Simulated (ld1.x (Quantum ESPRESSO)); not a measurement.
Sb: TM pseudisation with BLYP, scalar-relativistic reference atom.

ld1.x (Quantum ESPRESSO) 7.5 input, shortened:

```
&input
   title='Sb', zed=51., rel=1, dft='BLYP', iswitch=3,
   config='[Kr] 4d10 5s2 5p3'
 /
 &inputp
   pseudotype=2, tm=.true., lloc=2,
   nlcc=.true., new_core_ps=.true.
 /
3
5S  1  0   2.00   0.00  2.00  2.00  0.0
5P  2  1   3.00   0.00  1.80  1.80  0.0
4D  3  2  10.00   0.00  1.25  1.25  0.0
 &test
   configts(1)='4d10 5s2 5p3'
 /
```

All-electron outer shells of the reference configuration (BLYP, scalar-relativistic, ld1.x):

| shell | level (eV) | outermost node (bohr) | outermost maximum (bohr) |
| --- | --- | --- | --- |
| 4s | -148.54 | 0.39 | 0.73 |
| 4p | -101.50 | 0.39 | 0.76 |
| 4d | -33.28 | 0.38 | 0.84 |
| 5s | -12.73 | 0.95 | 1.88 |
| 5p | -4.69 | 1.04 | 2.32 |

What the tests gave:

| Quantity | Value |
| --- | --- |
| Cutoffs needed | 100 Ry and 160 Ry (the cutoffs (Ry, on a coarse ladder) from which the occupation-weighted sum of valence levels, in a spherical-Bessel basis at the reference potential, stays within 10 and 1 mRy of its value at 400 Ry) |
| Ghost test | ghost states, extra bound levels that the all-electron valence spectrum of the same l lacks: s at -211.4 eV, p at -63.2 eV; a true bound ghost makes a file unfit for plane-wave use (spherical-Bessel basis up to 400 Ry, 20 bohr box) |
| Largest excitation error | -282 meV (all-electron minus pseudo) for 4d9 5s2 5p4, out of 7 test configurations |

Generation and tests took about 1.6 s on one core of a shared server CPU.
